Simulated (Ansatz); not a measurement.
Frontier orbitals of `C[Si](F)(F)Cl`.

Cartesian coordinates in Å:
```
C 1.003 0.014 0.146
Si -0.810 -0.089 -0.098
F -1.172 -1.169 -1.196
F -1.536 -0.538 1.234
Cl -1.620 1.679 -0.678
H 1.395 -0.956 0.460
H 1.497 0.307 -0.782
H 1.242 0.752 0.914
```

The species carries charge 0 and has multiplicity 1. All single points use the PBE0-D4/def2-TZVP geometry. Basis def2-TZVPP, the Gaussian-basis code of Ansatz.

Orbital energies of one run (eV). Highest occupied ones, from the top: -9.09, -9.25, -9.78, -11.18, -11.26, -11.68, -11.70, -12.01, -12.72, -12.98, -13.60, -15.19, -19.84, -22.85. Empty: 0.98, 1.27, 1.51, 1.95, 3.04, 3.05.

(1) Which functional gave them?
A. r2SCAN0
B. r2SCANh
C. r2SCAN
D. LDA (SPW92)

## Answers

(1) B. HOMO energies: r2SCANh -9.09, LDA (SPW92) -8.34, r2SCAN -8.57, r2SCAN0 -9.88 eV.
